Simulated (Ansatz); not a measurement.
The same path of CH5AlF2Se (10 atoms, charge 0, multiplicity 1) was run 3 times with different band settings. Lost on the way: H5–Se6. Made: C2–H5.

These are results of RKS PBE0-D4/def2-SVP in Ansatz 0.2.0, not measurements.

Relaxed end points:

```xyz
10
Properties=species:S:1:pos:R:3
Al -0.461 -0.108 -0.657
C 1.237 0.809 -0.837
F -0.551 -1.763 -0.907
F -1.906 0.701 -0.917
H -0.121 -1.489 2.182
Se -0.845 -0.222 1.988
H 1.206 1.817 -0.392
H 2.058 0.250 -0.360
H 1.506 0.932 -1.899
H -2.122 -0.928 1.800
```

```xyz
10
Properties=species:S:1:pos:R:3
Al -1.127 -0.328 -0.325
C 1.310 0.583 -0.268
F -0.480 -1.751 -0.887
F -1.597 0.832 -1.421
H 0.763 0.339 0.664
Se -1.986 -0.217 1.806
H 1.971 1.419 -0.005
H 1.885 -0.289 -0.600
H 0.656 0.942 -1.080
H -1.397 -1.530 2.117
```

Common settings: spring 5.0 eV/Å²; optimiser quadratic models (default); start path through a guess of the saddle point; end points relaxed.

| run | movable images | climbing image | force threshold | iteration limit |
| --- | --- | --- | --- | --- |
| 1 | 9 | yes | 0.05 eV/Å | 37 |
| 2 | 8 | no | 0.05 eV/Å | 41 |
| 3 | 9 | yes | 0.5 eV/Å | 38 |

Task: What does each run give, and how far can it be trusted?

Result: Run 1: converged after 15 iterations, highest image 0.781 eV above the first end. A vibrational analysis at the climbing image gives 2 clearly imaginary modes (968i, 50i cm⁻¹): a point of higher order, so a lower path passes nearby.
Run 2: converged after 15 iterations, highest image 0.607 eV above the first end. No image climbed, so the highest image needn't sit at the top of the path.
Run 3: converged after 7 iterations, highest image 0.830 eV above the first end. The threshold of 0.5 eV/Å is loose, so the images may lie well off the minimum-energy path. The order of the stationary point at the top wasn't checked.
The orbitals stay closed-shell, which can raise the energy where a bond breaks towards radicals; this wasn't checked here.
